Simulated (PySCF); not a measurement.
2-chloro-3-fluorobuta-1,3-diene (C4H4ClF), SMILES C=C(F)C(=C)Cl. Atoms are numbered in the order given.

```xyz
10

C     -1.6013     1.1500     0.0000
C     -0.2737     0.9816     0.0000
F      0.5355     2.0570     0.0000
C      0.4858    -0.2724     0.0000
C      1.8270    -0.3281     0.0000
Cl    -0.4658    -1.7330     0.0000
H     -2.0175     2.1589     0.0000
H     -2.2640     0.2864     0.0000
H      2.4008     0.6000     0.0000
H      2.3522    -1.2843     0.0000
```
Charge 0, spin multiplicity 1.

Geometry optimised at r2SCAN-D4/def2-SVP. One conformer was computed; it need not be the lowest.

These are PBE0/pcSseg-1 in PySCF values and carry that method's errors.

GIAO shieldings, no solvent; atoms listed in one row are averaged. δ = σ(ref) − σ: ¹³C against TMS (σ = 186.3 ppm); ¹⁹F against CFCl3 (σ = 167.2 ppm); ³⁵Cl against HCl (σ = 945.9 ppm); ¹H against TMS (σ = 31.56 ppm), references at their B3LYP-D3(BJ)/def2-TZVP geometries, non-relativistic (without spin–orbit terms, shifts of atoms bonded to Cl or Br come out too high).

Computed chemical shifts:
```json
[
 {"nucleus": "¹³C", "atoms": "C2", "count": "1", "δ (ppm)": "170.6"},
 {"nucleus": "¹³C", "atoms": "C4", "count": "1", "δ (ppm)": "146.4"},
 {"nucleus": "¹³C", "atoms": "C5", "count": "1", "δ (ppm)": "125.1"},
 {"nucleus": "¹³C", "atoms": "C1", "count": "1", "δ (ppm)": "103.6"},
 {"nucleus": "¹⁹F", "atoms": "F3", "count": "1", "δ (ppm)": "-117.8"},
 {"nucleus": "³⁵Cl", "atoms": "Cl6", "count": "1", "δ (ppm)": "224.1"},
 {"nucleus": "¹H", "atoms": "H9", "count": "1", "δ (ppm)": "6.45"},
 {"nucleus": "¹H", "atoms": "H10", "count": "1", "δ (ppm)": "6.06"},
 {"nucleus": "¹H", "atoms": "H8", "count": "1", "δ (ppm)": "5.70"},
 {"nucleus": "¹H", "atoms": "H7", "count": "1", "δ (ppm)": "5.54"}
]
```
